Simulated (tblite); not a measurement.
Compound: C3H9BO3Si.
Numbering: `[OH:1][B:2]([OH:3])[C@H:4]1[CH2:5][O:6][SiH2:7][CH2:8]1` (hydrogens: H9 on O1; H10 on O3; H11 on C4; H12, H13 on C5; H14, H15 on Si7; H16, H17 on C8)

Cartesian coordinates in Å at the GFN2-xTB level; atoms count from 1:
```xyz
17
C3H9BO3Si angstrom
O      1.992    1.283    0.391
B      1.716    0.025   -0.030
O      2.655   -0.823   -0.512
C      0.199   -0.476    0.004
C     -0.584   -0.014    1.238
O     -1.969   -0.151    1.004
Si    -2.387   -0.095   -0.571
C     -0.598    0.038   -1.212
H      2.902    1.579    0.334
H      3.558   -0.506   -0.567
H      0.159   -1.569   -0.019
H     -0.334   -0.608    2.121
H     -0.366    1.038    1.449
H     -3.189    1.096   -0.843
H     -3.067   -1.338   -0.925
H     -0.335    1.076   -1.417
H     -0.359   -0.540   -2.101
```

All values are computed: GFN2-xTB (tblite) harmonic vibrations without scaling, gas phase. This tight-binding method is rough: wavenumbers can miss measured ones by several per cent, in bad cases by 10 to 20. Modes of hydrogen on silicon can be 10 to 20 % off. One conformer, not necessarily the lowest.

Harmonic wavenumbers (cm⁻¹): 27.5, 86.7, 133.8, 142.4, 229.5, 300.6, 431.4, 470.7, 477.5, 531.5, 533.8, 544.6, 576.7, 607.4, 672.5, 753.8, 785.6, 798.8, 805.9, 836.0, 919.0, 936.9, 964.5, 990.0, 1068.3, 1083.6, 1124.3, 1179.7, 1210.7, 1227.3, 1264.7, 1287.9, 1308.8, 1332.5, 1483.8, 1490.2, 2267.6, 2291.7, 2929.5, 2948.9, 2958.4, 2980.5, 3023.4, 3585.9, 3591.7.

A = 3777, B = 963.8, C = 891.5 MHz; mass 132.041 u (most abundant isotopes); point group C1, symmetry number 1.

Q: Zero-point energy?

A: Half the sum of the wavenumbers: 27598 cm⁻¹ = 78.91 kcal/mol.

Q: Entropy at 400 K, 1 bar (ideal gas, RRHO, classical rotation)?

A: Translation 42.03, rotation 29.86, vibration 35.90: S = 107.8 cal/(mol K).

Q: And Cp and H(400 K) − H(0)?

A: Cp = 46.84 cal/(mol K), of which vibrations give 38.89 (their classical limit is 45 R = 89.4); H(400 K) − H(0) = 10.72 kcal/mol without the zero-point energy, 7.54 from vibrations.

Q: Blend soft modes into free rotors: weight 1/[1 + (100 cm⁻¹/ν̃)⁴] for the oscillator and the rest for a rotor with moment μB/(μ + B), μ = h/(8π²ν), B = 10⁻⁴⁴ kg m². What vibrational entropy results?

A: 32.86 cal/(mol K) in place of 35.90, which changes −T·S at 400 K by +1.22 kcal/mol.

Q: How do the functions run with temperature in this model?

A: 
| T (K) | S (cal/(mol K)) | Cp (cal/(mol K)) | H − H(0) (kcal/mol) | G − H(0) (kcal/mol) | ln q(vib) |
| --- | --- | --- | --- | --- | --- |
| 150 | 76.3 | 21.0 | 2.16 | -9.28 | 2.89 |
| 250 | 89.5 | 31.7 | 4.78 | -17.58 | 5.10 |
| 298.15 | 95.5 | 36.9 | 6.44 | -22.04 | 6.19 |
| 600 | 129.6 | 60.7 | 21.59 | -56.19 | 13.33 |
| 900 | 156.8 | 72.9 | 41.81 | -99.31 | 20.10 |

q(vib) and H(0) count from the zero-point level.

Q: What must be added to the electronic energy to get the Gibbs energy at 400 K and 1 bar?

A: ZPE + [H(400 K) − H(0)] − T·S = 78.91 + 10.72 − 43.12 = 46.51 kcal/mol.

Hindered rotation and anharmonicity are outside this model. Other conformers, if any are populated, would add a mixing term that is left out. The structure is chiral; the term R ln 2 for an equal mix with its mirror image is left out.
